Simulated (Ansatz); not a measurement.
```yaml
crystal:
  periodic: [false, false, false]
  atoms:
    - {symbol: I, position_ang: [-1.000795, -0.059798, 1.900506]}
    - {symbol: C, position_ang: [1.711522, -1.062334, 0.022241]}
    - {symbol: I, position_ang: [1.661522, -1.362334, 0.022241]}
    - {symbol: I, position_ang: [-1.373333, -0.570603, -1.550910]}
    - {symbol: I, position_ang: [0.712626, 1.992722, -0.371809]}
basis:
  gaussian: {orbitals: ANO-RCC-VTZP}
hamiltonian: {xc: {name: RPBE}}
```

```sh
$ ansatz run in.yaml --threads 2 --pin off --events-out ev --progress --plain --max-ram 32768MiB --backend cuda --devices 0, --max-vram 18GiB
```

Shortened log:

```
Functional definition: RPBE
2611 factors; their error is unknown
mean field evaluation 1: about -772844.2899 eV, gradient 4.1e2 eV
mean field evaluation 2: about -771772.3462 eV, gradient 7.2e2 eV
mean field evaluation 4: about -772941.5728 eV, gradient 1.9e2 eV
mean field evaluation 8: about -772986.4847 eV, gradient 9.2e1 eV
mean field evaluation 16: about -773018.2731 eV, gradient 3.2e-1 eV
mean field evaluation 32: about -773018.2030 eV, gradient 2.5e-2 eV
mean field evaluation 64: about -773018.1640 eV, gradient 1.7e-1 eV
mean field evaluation 288: about -773018.2065 eV, gradient 8.8e-2 eV
a density is far from that of the atoms, so the factors are made again for it
2776 factors; integrals over basis functions are off by at most 3.1e-4 eV
mean field -773018.21070355 eV, -28407.8952727933 hartree, gradient 2.8e-6 eV, S^2 0.000000; 0 other end points of the search recorded, 0 dependent functions left out
reference -773018.21075284 eV, -28407.8952746044 hartree; 109, 109 occupied and 193, 193 virtual orbitals, 2776 factors
Total energy: -773018.21075284 eV, -28407.8952746044 hartree
Relativity: scalar
```

In this input one atom was put on top of another. The run converged. The result belongs to that input, not to the molecule as meant.
